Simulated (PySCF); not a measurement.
Ligands exchanged one at a time, Al SiH3-SH. Isolated molecules, 0 K electronic values unless said otherwise. One relaxed conformer stands for each flexible species; it need not be the lowest. Strings in code marks are SMILES.

Method: M06-2X/def2-TZVP // PBE0-D3(BJ)/def2-TZVP in PySCF 2.14.0. Excitations are Tamm–Dancoff values on a coarser integration grid. The basis has no diffuse functions, so Rydberg states are missing or too high.

| species | S1 oscillator strength | T1 excitation (TDA) (eV) |
|---|---|---|
| 0 of 3 SiH3 replaced by SH (`[SiH3][Al]([SiH3])[SiH3]`) | [?] | 2.91 |
| 1 of 3 SiH3 replaced by SH (`[SiH3][Al]([SiH3])[SH]` (Si–Al–S–H torsion 0°)) | 0.000 | 3.47 |
| 2 of 3 SiH3 replaced by SH | 0.013 | 4.54 |
| 3 of 3 SiH3 replaced by SH (`[SH][Al]([SH])[SH]`) | [?] | 5.53 |

### Question
Some entries are withheld; supply them.

### Answer

- 0 of 3 SiH3 replaced by SH (`[SiH3][Al]([SiH3])[SiH3]`), S1 oscillator strength: 0.000
- 3 of 3 SiH3 replaced by SH (`[SH][Al]([SH])[SH]`), S1 oscillator strength: 0.000
